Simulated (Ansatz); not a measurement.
Ag2Ge, relaxed as a singlet with RKS PBE0-D4/def2-TZVP in Ansatz, starting from the GFN1-xTB geometry. Force threshold 0.02 eV/Å.

In the def2 sets Ag takes a core potential; there is no spin–orbit coupling. The relaxation made no stability test and no search for a lower SCF solution. No other spin state of charge 0 was run. The structure comes from a short search, and lower isomers may exist.

Start:

```tsv
atom	x (Å)	y (Å)	z (Å)
Ag1	-0.465	-2.054	-0.602
Ag2	0.925	0.058	0.206
Ge3	-0.460	1.996	0.396
```

```tsv
step	energy (eV)	largest force component (eV/Å)	SCF passes
1	-64509.3771	0.234	21
2	-64509.5531	0.456	30
3	-64509.8233	0.856	30
4	-64510.1888	1.124	30
5	-64510.5836	1.008	29
6	-64510.7733	0.413	33
7	-64510.7867	0.329	22
8	-64510.8070	0.026	27
9	-64510.8076	0.027	27
10	-64510.8080	0.001	28
```

Force components are those of the run's own axes.

End:

```xyz
3

Ag   -0.8830   -1.2931   -0.5009
Ag    1.5868    0.2033    0.3783
Ge   -0.7038    1.0897    0.1226
```

Bonds formed: Ag1–Ge3 (atoms count from 1). The end is the same structure that another start reached, the lowest one found.

No frequencies were taken in this run, so the end may be a saddle point.

It took 22 s on 4 threads of Arm Neoverse V1 on a shared host.
